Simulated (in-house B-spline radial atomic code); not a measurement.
Fe²⁺ is squeezed into an impenetrable sphere of radius R (the orbitals vanish at R). No spin polarisation. Level of theory: non-relativistic Hartree-Fock, average of configuration, point nucleus; calculated with a radial B-spline atomic code at the basis-set limit.

Energies in eV above the free ion in [Ar] 3d6:

```csv
R (bohr),highest level (eV),[Ar] 3d6,[Ne] 3s2 3p5 3d7,-dE/dV in [Ar] 3d6 (GPa)
7.66,-34.8,2.294e-05,57.28,9.2e-05
5.84,-34.8,0.002986,57.28,0.0196
5.23,-34.7,0.01438,57.29,0.115
3.91,-34.3,0.3815,57.69,5.21
3.32,-33.4,1.589,59.03,30.1
3.23,-33.2,1.977,59.46,39.6
2.6,-29.4,9.535,67.8,316
2.38,-26.6,17.13,76.05,709
1.82,-7.74,88.75,151.4,7310
1.29,61.7,541.6,608.4,103000
```

(1) Does [Ne] 3s2 3p5 3d7 fall below [Ar] 3d6 under compression?

The highest level is first positive in the row R = 1.29 bohr, pushed up by confinement above the zero of the free ion's potential. Each configuration is held fixed and needn't be the lowest in the sphere.

Answers

(1) No, it stays above over the whole range.
